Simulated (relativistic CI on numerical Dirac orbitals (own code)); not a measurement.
Computed by Dirac equation for one electron, model QED (radiative potential, 1s self-energy scaled to tabulated hydrogen-like ionisation energies) (own radial code, finite nucleus).

CI space: 1s, 2s, 2p, 3s, 3p, 3d, 4s, 4p, 4d, 4f, 5s, 5p, 5d, 5f, 5g, 6s, 6p, 6d. Levels of other configurations are missing.

Outline of the computed level scheme of Xe LIV. Lowest level of each configuration: 1s ²S1/2 at 0.0 eV; 2p ²P°1/2 at 30856.8 eV; 2s ²S1/2 at 30864.0 eV; 3p ²P°1/2 at 36706.6 eV; 3s ²S1/2 at 36708.8 eV; 3d ²D3/2 at 36833.4 eV; 4p ²P°1/2 at 38736.2 eV; 4s ²S1/2 at 38737.1 eV; 4d ²D3/2 at 38789.5 eV.

Some strong electric-dipole decays among the lowest 14 levels: 2p ²P°1/2 → 1s ²S1/2 (5.4e+15 s⁻¹); 2p ²P°3/2 → 1s ²S1/2 (5.1e+15 s⁻¹); 3p ²P°3/2 → 1s ²S1/2 (1.4e+15 s⁻¹); 3p ²P°1/2 → 1s ²S1/2 (1.4e+15 s⁻¹); 4p ²P°3/2 → 1s ²S1/2 (5.7e+14 s⁻¹); 4p ²P°1/2 → 1s ²S1/2 (5.5e+14 s⁻¹); 3d ²D5/2 → 2p ²P°3/2 (5.5e+14 s⁻¹); 3d ²D3/2 → 2p ²P°1/2 (4.9e+14 s⁻¹).
